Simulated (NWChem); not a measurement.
System: SiH3S3F; SMILES F[Si](S)(S)S

Here is an NWChem input.

```
start job
memory heap 200 mb stack 900 mb global 1100 mb
geometry units angstroms
  F      0.000000     0.000000    -1.774338
  Si     0.000000     0.000000    -0.150216
  S     -0.602631     1.911254     0.544950
  S     -1.353879    -1.477521     0.544950
  S      1.956510    -0.433733     0.544950
  H      0.283100     2.577565    -0.231986
  H     -2.373787    -1.043611    -0.231986
  H      2.090687    -1.533954    -0.231986
end
basis spherical
  F library sto-3g
  Si library sto-3g
  S library sto-3g
  H library sto-3g
end
dft
  xc hfexch
  iterations 150
end
driver
  maxiter 120
end
task dft optimize
task dft freq
```

Excerpt of the output:

```
             Northwest Computational Chemistry Package (NWChem) 7.3.0
             --------------------------------------------------------

 C3  symmetry detected

                             Geometry "geometry" -> ""
                             -------------------------

 Output coordinates in angstroms (scale by  1.889725989 to convert to a.u.)

  No.       Tag          Charge          X              Y              Z
 ---- ---------------- ---------- -------------- -------------- --------------
    1 F                    9.0000    -0.00000000     0.00000000    -1.87419714
    2 Si                  14.0000    -0.00000000     0.00000000    -0.25007514
    3 S                   16.0000    -1.60738865     1.19681152     0.44509086
    4 S                   16.0000    -0.23277486    -1.99044517     0.44509086
    5 S                   16.0000     1.84016351     0.79363365     0.44509086
    6 H                    1.0000    -1.27931073     2.25551581    -0.33184514
    7 H                    1.0000    -1.31367863    -2.23567350    -0.33184514
    8 H                    1.0000     2.59298936    -0.01984231    -0.33184514

 Effective nuclear repulsion energy (a.u.)     445.7013779216

      Symmetry information
      --------------------

 Group name             C3
 Group number              5
 Group order               3
 No. of unique centers     4

                                Z-matrix (autoz)
                                --------

 Units are Angstrom for bonds and degrees for angles

[...]

      ----------------------
      Optimization converged
      ----------------------

  Step       Energy      Delta E   Gmax     Grms     Xrms     Xmax
  ---- ---------------- -------- -------- -------- -------- --------
@    6   -1565.00009745 -5.3D-08  0.00003  0.00001  0.00019  0.00036
                                     ok       ok       ok       ok

                                Z-matrix (autoz)
                                --------

 Units are Angstrom for bonds and degrees for angles

[...]

 Rotational Constants
 --------------------
 A=   0.058500 cm-1  (  0.084166 K)
 B=   0.058500 cm-1  (  0.084166 K)
 C=   0.041285 cm-1  (  0.059399 K)

 Temperature                      =   298.15K
 frequency scaling parameter      =   1.0000

 Zero-Point correction to Energy  =   24.705 kcal/mol  (  0.039370 au)
 Thermal correction to Energy     =   29.808 kcal/mol  (  0.047501 au)
 Thermal correction to Enthalpy   =   30.400 kcal/mol  (  0.048445 au)

 Total Entropy                    =   88.230 cal/mol-K
   - Translational                =   40.826 cal/mol-K (mol. weight = 145.9150)
   - Rotational                   =   26.630 cal/mol-K (symmetry #  =        3)
   - Vibrational                  =   20.774 cal/mol-K

 Cv (constant volume heat capacity) =   25.042 cal/mol-K
   - Translational                  =    2.979 cal/mol-K
   - Rotational                     =    2.979 cal/mol-K
   - Vibrational                    =   19.083 cal/mol-K

[normal modes left out]

 ----------------------------------------------------------------------------
 Normal Eigenvalue ||           Projected Infra Red Intensities
  Mode   [cm**-1]  || [atomic units] [(debye/angs)**2] [(KM/mol)] [arbitrary]
 ------ ---------- || -------------- ----------------- ---------- -----------
    1       -0.000 ||    0.000001           0.000         0.000       0.000
    2       -0.000 ||    0.000003           0.000         0.003       0.002
    3        0.000 ||    0.000060           0.001         0.059       0.037
    4        0.000 ||    0.000001           0.000         0.001       0.001
    5        0.000 ||    0.000053           0.001         0.052       0.033
    6        0.000 ||    0.000051           0.001         0.050       0.031
    7      107.173 ||    0.007398           0.171         7.212       4.531
    8      107.173 ||    0.007398           0.171         7.212       4.531
    9      144.467 ||    0.022164           0.511        21.606      13.575
   10      174.151 ||    0.002945           0.068         2.871       1.804
   11      174.152 ||    0.002945           0.068         2.871       1.804
   12      228.753 ||    0.023605           0.545        23.012      14.458
   13      274.754 ||    0.032357           0.746        31.543      19.818
   14      274.754 ||    0.032357           0.746        31.543      19.818
   15      494.714 ||    0.002054           0.047         2.002       1.258
   16      720.786 ||    0.076025           1.754        74.113      46.565
   17      720.786 ||    0.076025           1.754        74.113      46.565
   18      943.017 ||    0.046089           1.063        44.930      28.229
   19     1029.786 ||    0.010936           0.252        10.661       6.698
   20     1035.892 ||    0.005385           0.124         5.249       3.298
   21     1035.892 ||    0.005385           0.124         5.249       3.298
   22     3274.472 ||    0.012934           0.298        12.608       7.922
   23     3274.578 ||    0.012837           0.296        12.514       7.863
   24     3274.578 ||    0.012837           0.296        12.514       7.863
 ----------------------------------------------------------------------------
```

Level: Hartree-Fock/STO-3G.
